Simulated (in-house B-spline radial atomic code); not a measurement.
S⁺. Computed with a B-spline radial atomic code. Model: non-relativistic spherical atom: semilocal Troullier-Martins pseudo-atom, one channel per l, against all electrons, high spin, G0W0 and RPA with empty states to l = 8, local potential for every l without a channel, a model core (radius 0 = none) keeps its share of the functional.

What the tables leave out is listed at the end.

The pseudopotential gives back the lowest level of each angular momentum of its own functional in the configuration it was made in; a second state of the same l is only approximately right. Exact exchange, RPA and GW see the smooth pseudo-orbitals and miss the exchange with the core, for which the functional's share stands in. The column with an uncorrelated core keeps all orbitals and exact exchange, and so separates missing core correlation from pseudisation. Only the three outermost levels and the lowest empty one were computed. RPA here is direct RPA, with no exchange kernel, and its energies carry an (l + 1/2)⁻⁴ tail. A hybrid on a potential with a model core restores only its own semilocal share of the core's exchange.

Command:
```bash
python run_psgw.py task.json out
```
Settings (lengths in bohr, energies in hartree):
```
Z                      16
electrons              15
configuration          [Ne] 3s2 3p3
generated_in           [Ne] 3s2 3p4
functional             lda,vwn
core_shells            3
radius_factor          0.9
core_correction        False
```

Time taken, with all properties: 12 s on 1 thread of Intel(R) Xeon(R) Platinum 8488C (Sapphire Rapids) (shared host).

Given: made with LDA VWN5; model core radius 0 bohr; local radius 1.302 bohr; mean-field start LDA VWN5.

Valence shells of the generating configuration: 3s, 3p.

Channel: s 1.277, p 1.443 (radii in bohr).

Computed: largest level miss in the spin-unpolarised generating configuration 0 eV; valence RPA correlation energy pseudo -0.22653 hartree; all-electron RPA polarisability, core included 9.549 bohr³; pseudo-atom RPA polarisability 9.4536 bohr³.

```
          level  occupied  mean-field all-electron (eV)  mean-field pseudo minus all (eV)  G0W0 all-electron (eV)  G0W0 uncorrelated core minus all (eV)  G0W0 pseudo minus all (eV)  exchange self-energy all-electron (eV)  exchange self-energy pseudo (eV)
          3p up         1                       -17.893                            -0.056                 -23.171                                  0.121                      -0.296                                  -21.17                            -19.06
        3s down         1                       -25.517                             0.314                 -30.638                                  0.221                       0.138                                 -18.048                           -14.646
3p down (empty)         0                       -15.065                             0.225                 -10.919                                  0.123                      -0.176                                 -5.1219                           -3.0516
```

Question: What is the valence RPA correlation energy all-electron orbitals?

Answer: -0.22208 hartree.

Given: mean-field start PBE0.

Computed: valence RPA correlation energy all-electron orbitals -0.2014 hartree; valence RPA correlation energy pseudo -0.20728 hartree; all-electron RPA polarisability, core included 8.4487 bohr³.

```json
{"level": "3p up", "occupied": "1", "mean-field all-electron (eV)": "-19.491", "mean-field pseudo minus all (eV)": "-0.125", "G0W0 all-electron (eV)": "-23.392", "G0W0 uncorrelated core minus all (eV)": "0.117", "G0W0 pseudo minus all (eV)": "-0.218", "exchange self-energy all-electron (eV)": "-21.088", "exchange self-energy pseudo (eV)": "-19.192"}
{"level": "3s down", "occupied": "1", "mean-field all-electron (eV)": "-26.604", "mean-field pseudo minus all (eV)": "0.125", "G0W0 all-electron (eV)": "-30.664", "G0W0 uncorrelated core minus all (eV)": "0.226", "G0W0 pseudo minus all (eV)": "0.212", "exchange self-energy all-electron (eV)": "-17.964", "exchange self-energy pseudo (eV)": "-14.772"}
{"level": "3p down (empty)", "occupied": "0", "mean-field all-electron (eV)": "-13.32", "mean-field pseudo minus all (eV)": "-0.047", "G0W0 all-electron (eV)": "-10.602", "G0W0 uncorrelated core minus all (eV)": "0.118", "G0W0 pseudo minus all (eV)": "-0.07", "exchange self-energy all-electron (eV)": "-4.8764", "exchange self-energy pseudo (eV)": "-3.0293"}
```

Question: What is the pseudo-atom RPA polarisability?

Answer: 8.2562 bohr³.

Given: mean-field start Hartree-Fock.

Computed: valence RPA correlation energy all-electron orbitals -0.15965 hartree; valence RPA correlation energy pseudo -0.16535 hartree; all-electron RPA polarisability, core included 6.6225 bohr³.

| level | occupied | mean-field all-electron (eV) | mean-field pseudo minus all (eV) | G0W0 all-electron (eV) | G0W0 uncorrelated core minus all (eV) | G0W0 pseudo minus all (eV) | exchange self-energy all-electron (eV) | exchange self-energy pseudo (eV) |
| --- | --- | --- | --- | --- | --- | --- | --- | --- |
| 3p up | 1 | -23.468 | -0.268 | -23.789 | 0.111 | -0.16 | -20.88 | -19.226 |
| 3s down | 1 | -29.051 | 0.25 | -30.671 | 0.224 | 0.349 | -17.471 | -14.619 |
| 3s up | ? | ? | ? | ? | ? | ? | ? | ? |
| 3p down (empty) | 0 | -8.3481 | -0.069 | -10.146 | 0.088 | 0.008 | -3.8857 | -2.6254 |

Question: What belongs in the row 3s up?

Answer: occupied: 1; mean-field all-electron (eV): -38.434; mean-field pseudo minus all (eV): -0.178; G0W0 all-electron (eV): -35.748; G0W0 uncorrelated core minus all (eV): 0.104; G0W0 pseudo minus all (eV): -0.027; exchange self-energy all-electron (eV): -27.084; exchange self-energy pseudo (eV): -24.631.

Question: What is the pseudo-atom RPA polarisability?

Answer: 6.4146 bohr³.

Among the listed levels the largest G0W0 shift of the pseudo-atom is +0.35 eV, for 3s down on the Hartree-Fock start, while leaving the core uncorrelated moves that level by +0.22 eV. The rest, +0.12 eV, comes from pseudisation and the lost core exchange. Not in the tables (levels of low weight, unsolved or above zero; the highest and the empty levels are kept at any weight): on LDA the G0W0 levels 3s up (pseudo minus all +2.52 eV, weights 0.11 and 0.26); on PBE0 the G0W0 levels 3s up (pseudo minus all +0.07 eV, weights 0.38 and 0.39).
